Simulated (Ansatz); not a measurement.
niobium atom (Nb), sextet (core potentials on Nb); HF/def2-TZVPD (Ansatz, an electronic-structure program).

Input for Ansatz:
Ansatz 0.2 input:
```yaml
crystal:
  periodic: [false, false, false]
  atoms:
    - {symbol: Nb, position_ang: [0.00000000, 0.00000000, 0.00000000]}
basis:
  gaussian:
    orbitals: def2-TZVPD
hamiltonian:
  xc: hf
magnetization: {spin_polarized: true, initial_magnetization: 5}
```

What the program printed (banner, timings and long lists left out):

```
Functional definition: HF
434 factors; their error is unknown
mean field evaluation 1: about -1532.1935 eV, gradient 1.0e1 eV
mean field evaluation 2: about -1532.6150 eV, gradient 3.0e0 eV
mean field evaluation 4: about -1532.6809 eV, gradient 1.9e-1 eV
mean field evaluation 8: about -1532.7644 eV, gradient 2.2e-4 eV
mean field evaluation 16: about -1532.7644 eV, gradient 2.9e-6 eV
mean field evaluation 32: about -1532.7645 eV, gradient 2.3e-3 eV
mean field evaluation 64: about -1532.7645 eV, gradient 7.0e-4 eV
mean field evaluation 96: about -1532.6971 eV, gradient 4.1e0 eV
mean field evaluation 128: about -1532.7645 eV, gradient 7.1e-4 eV
mean field evaluation 160: about -1532.7596 eV, gradient 5.1e-2 eV
mean field evaluation 192: about -1532.7644 eV, gradient 5.8e-5 eV
mean field evaluation 224: about -1532.7644 eV, gradient 4.5e-5 eV
mean field evaluation 256: about -1532.7645 eV, gradient 6.8e-3 eV
mean field evaluation 288: about -1532.7645 eV, gradient 3.0e-4 eV
mean field -1532.76453974 eV, -56.3280578902 hartree, gradient 1.3e-6 eV, S^2 8.754402; 5 other end points of the search recorded, 0 dependent functions left out
reference -1532.76453974 eV, -56.3280578902 hartree; 9, 4 occupied and 31, 36 virtual orbitals, 434 factors
Total energy: -1532.76453974 eV, -56.3280578902 hartree
```
